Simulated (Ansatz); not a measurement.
Ansatz (a quantum-chemistry and plane-wave program) input (B3LYP-D3(BJ)/def2-TZVP):

Ansatz 0.2 input:
```yaml
crystal:
  periodic: [false, false, false]
  atoms:
    - {symbol: F, position_ang: [-1.32388716, -0.37054190, 0.06138857]}
    - {symbol: Si, position_ang: [-0.01157226, 0.43205305, -0.00961660]}
    - {symbol: F, position_ang: [1.34188846, -0.30154062, -0.04642942]}
basis:
  gaussian:
    orbitals: def2-TZVP
hamiltonian:
  xc: b3lyp
  dispersion: d3bj
total_charge: 1
magnetization: {spin_polarized: true, initial_magnetization: 1}
phonons: {temperatures: {t_min: 298.15, t_max: 298.15, t_step: 100}}
```

Output:

```
Functional definition: B3LYP
integrals: 0.02 GiB planned
573 factors; their error is unknown
mean field: 0.31 GiB planned
mean field evaluation 1: about -13290.7633 eV, gradient 7.5e1 eV
mean field evaluation 2: about -13215.8080 eV, gradient 1.6e2 eV
mean field evaluation 4: about -13306.3863 eV, gradient 2.8e0 eV
mean field evaluation 8: about -13306.4540 eV, gradient 1.7e-2 eV
mean field evaluation 16: about -13306.4540 eV, gradient 6.9e-6 eV
mean field -13306.45403443 eV, -489.0031663267 hartree, gradient 6.8e-6 eV, S^2 0.751719; 0 other end points of the search recorded, 0 dependent functions left out
the calculation of the forces begins
reference -13306.45419826 eV, -489.0031723475 hartree; 16, 15 occupied and 83, 84 virtual orbitals, 573 factors
these checks for a lower state are left out or cut short: stability, starts, cluster_reference, orbital_swaps, neighbouring_geometries, increment
integrals: 0.02 GiB planned
573 factors; their error is unknown
mean field: 0.31 GiB planned
mean field -13306.45392464 eV, -489.0031622920 hartree, gradient 9.7e-7 eV, S^2 0.751711; 0 other end points of the search recorded, 0 dependent functions left out
the calculation of the forces begins
reference -13306.45408846 eV, -489.0031683123 hartree; 16, 15 occupied and 83, 84 virtual orbitals, 573 factors
these checks for a lower state are left out or cut short: stability, starts, cluster_reference, orbital_swaps, neighbouring_geometries, increment
integrals: 0.02 GiB planned
573 factors; their error is unknown
mean field: 0.30 GiB planned
mean field -13306.45394328 eV, -489.0031629773 hartree, gradient 2.8e-6 eV, S^2 0.751726; 0 other end points of the search recorded, 0 dependent functions left out
the calculation of the forces begins
reference -13306.45410713 eV, -489.0031689985 hartree; 16, 15 occupied and 83, 84 virtual orbitals, 573 factors
these checks for a lower state are left out or cut short: stability, starts, cluster_reference, orbital_swaps, neighbouring_geometries, increment
integrals: 0.02 GiB planned
573 factors; their error is unknown
mean field: 0.30 GiB planned
mean field evaluation 32: about -13306.4095 eV, gradient 1.2e-1 eV
mean field -13306.45401494 eV, -489.0031656104 hartree, gradient 1.6e-6 eV, S^2 0.751722; 0 other end points of the search recorded, 0 dependent functions left out
the calculation of the forces begins
reference -13306.45417878 eV, -489.0031716315 hartree; 16, 15 occupied and 83, 84 virtual orbitals, 573 factors
these checks for a lower state are left out or cut short: stability, starts, cluster_reference, orbital_swaps, neighbouring_geometries, increment
integrals: 0.02 GiB planned
573 factors; their error is unknown
mean field: 0.31 GiB planned
mean field -13306.45401419 eV, -489.0031655831 hartree, gradient 2.1e-6 eV, S^2 0.751716; 0 other end points of the search recorded, 0 dependent functions left out
the calculation of the forces begins
reference -13306.45417801 eV, -489.0031716034 hartree; 16, 15 occupied and 83, 84 virtual orbitals, 573 factors
these checks for a lower state are left out or cut short: stability, starts, cluster_reference, orbital_swaps, neighbouring_geometries, increment
integrals: 0.02 GiB planned
573 factors; their error is unknown
mean field: 0.31 GiB planned
mean field -13306.45394024 eV, -489.0031628655 hartree, gradient 1.2e-6 eV, S^2 0.751714; 0 other end points of the search recorded, 0 dependent functions left out
the calculation of the forces begins
reference -13306.45410406 eV, -489.0031688856 hartree; 16, 15 occupied and 83, 84 virtual orbitals, 573 factors
these checks for a lower state are left out or cut short: stability, starts, cluster_reference, orbital_swaps, neighbouring_geometries, increment
integrals: 0.02 GiB planned
573 factors; their error is unknown
mean field: 0.31 GiB planned
mean field -13306.45394164 eV, -489.0031629168 hartree, gradient 1.4e-6 eV, S^2 0.751723; 0 other end points of the search recorded, 0 dependent functions left out
the calculation of the forces begins
reference -13306.45410549 eV, -489.0031689381 hartree; 16, 15 occupied and 83, 84 virtual orbitals, 573 factors
Total energy: -13306.50696837 eV, -489.0051116132 hartree
Atom 0 at    -1.323887    -0.370542     0.061389 Å, force    -0.000065     0.000009     0.000002 eV/Å
Atom 1 at    -0.011572     0.432053    -0.009617 Å, force     0.000001    -0.000021     0.000000 eV/Å
Atom 2 at     1.341888    -0.301541    -0.046429 Å, force     0.000065     0.000012    -0.000003 eV/Å
Dipole moment:    -0.015985     0.596786    -0.013283 e Å
Vibrations: 286.59 919.57 1107.15 cm⁻¹, zero-point energy 0.143407 eV
```
